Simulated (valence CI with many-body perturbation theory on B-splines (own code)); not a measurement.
Hg⁶⁷⁺: calculated level list

Computed by valence CI with perturbative core correlation (CI+MBPT): three valence electrons over a frozen Dirac-Fock core [Ne], a basis of 11 s, 11 p, 10 d, 8 f, 5 g, 2 h functions for each j, with the one-electron correlation potential Σ1 (screened to all orders), the two-electron term Σ2, the three-electron term Σ3, Breit, model QED; selected single and double excitations, second order for the rest, scaled by the run's own slope (own B-spline code, finite nucleus).

No measured spectrum was set against this ion. As an estimate, large intervals hold to a few tenths of a per cent, small ones and those within an open d or f shell to about a per cent.

Levels 136 to 157 of 157, with energies above the lowest level, (3s^2 3p1/2) J=1/2. "Leading %" is the weight of the configuration and term that name the level; weights of strongly mixed levels are sums over their largest components and can fall short, so below about 35 % the name and the second component can differ from the true leading terms, or belong to a minority configuration. In the jj column 3d3/2^4 stands for four electrons in 3d with j = 3/2.

```csv
No.,Configuration,Term,J,E (× 10³ cm⁻¹),Leading %,g,Second component,Leading jj
136,3d³,²D,5/2,22895,48,1.211,28 % 3d³ ⁴P,3d3/2^2 3d5/2 (98 %)
137,3d³,⁴F,7/2,23480,70,1.122,28 % 3d³ ²G,3d3/2 3d5/2^2 (99 %)
138,3d³,⁴F,9/2,23520,49,1.124,40 % 3d³ ²H,3d3/2 3d5/2^2 (99 %)
139,3d³,⁴P,3/2,23591,40,1.097,37 % 3d³ ²D,3d3/2 3d5/2^2 (100 %)
140,3d³,²H,11/2,23599,100,1.075,,3d3/2 3d5/2^2 (100 %)
141,3d³,²P,1/2,23622,57,1.520,43 % 3d³ ⁴P,3d3/2 3d5/2^2 (100 %)
142,3d³,⁴P,5/2,23624,43,1.308,36 % 3d³ ²D,3d3/2 3d5/2^2 (98 %)
143,3d³,²F,7/2,23710,77,1.076,21 % 3d³ ²G,3d3/2 3d5/2^2 (99 %)
144,3d³,²F,5/2,23717,45,1.078,40 % 3d³ ²D,3d3/2 3d5/2^2 (99 %)
145,3d³,²D,3/2,23935,82,0.856,13 % 3d³ ²P,3d3/2 3d5/2^2 (98 %)
146,3d³,²G,9/2,24467,48,1.163,40 % 3d³ ⁴F,3d5/2^3 (99 %)
147,3d³,²P,3/2,24622,44,1.150,39 % 3d³ ²D,3d5/2^3 (98 %)
148,3d³,²D,5/2,24724,58,1.165,21 % 3d³ ²F,3d5/2^3 (98 %)
149,3s²4s,²S,1/2,29571,99,1.991,,3s^2 4s (99 %)
150,3s²4p,²P°,1/2,30257,98,0.661,,3s^2 4p1/2 (98 %)
151,3s3p4s,⁴P°,1/2,30875,85,2.353,15 % 3s3p4s ²P°,3s 3p1/2 4s (99 %)
152,3s3p4s,⁴P°,3/2,30993,59,1.552,40 % 3s3p4s ²P°,3s 3p1/2 4s (99 %)
153,3s3p4s,²P°,1/2,31104,94,0.749,5 % 3s3p4s ⁴P°,3s 3p1/2 4s (99 %)
154,3s3p4p,⁴D,1/2,31509,71,0.289,20 % 3s3p4p ²P,3s 3p1/2 4p1/2 (100 %)
155,3s3p4p,⁴D,3/2,31632,40,1.108,33 % 3s3p4p ²D,3s 3p1/2 4p1/2 (99 %)
156,3s3p4p,⁴P,1/2,31775,46,1.939,30 % 3s3p4p ²S,3s 3p1/2 4p1/2 (99 %)
157,3s²4p,²P°,3/2,31994,98,1.329,,3s^2 4p3/2 (98 %)
```
